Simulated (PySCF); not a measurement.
## Polarisability and C₆ of Cr⁺ (chromium, charge +1)

[Ar] 3d5, high-spin 6S determinant. Calculation: PySCF 2.14, in aug-cc-pwCVTZ (10s9p7d4f3g, 127 functions); the non-relativistic Hamiltonian (point nucleus). Coupled (time-dependent) response in atomic units; α is the mean over directions.

```
method  mean α (bohr³)  C₆ (like pair)  S(−4)
  PW91           13.91           51.84  271.1
```

S(−4) is the Cauchy moment in α(ω) = α(0) + S(−4) ω² + …

α(iu) at PW91:

```json
{"u (hartree)": "0", "α(iu) (bohr³)": "13.91"}
{"u (hartree)": "0.0500", "α(iu) (bohr³)": "13.28"}
{"u (hartree)": "0.100", "α(iu) (bohr³)": "11.82"}
{"u (hartree)": "0.200", "α(iu) (bohr³)": "8.923"}
{"u (hartree)": "0.300", "α(iu) (bohr³)": "7.054"}
{"u (hartree)": "0.500", "α(iu) (bohr³)": "5.022"}
{"u (hartree)": "0.750", "α(iu) (bohr³)": "3.652"}
{"u (hartree)": "1.00", "α(iu) (bohr³)": "2.812"}
{"u (hartree)": "1.50", "α(iu) (bohr³)": "1.846"}
{"u (hartree)": "2.00", "α(iu) (bohr³)": "1.318"}
{"u (hartree)": "3.00", "α(iu) (bohr³)": "0.7727"}
{"u (hartree)": "5.00", "α(iu) (bohr³)": "0.3614"}
```

For an ion, C₆ is the dispersion term alone; charge-induced terms of lower order in 1/R come first.
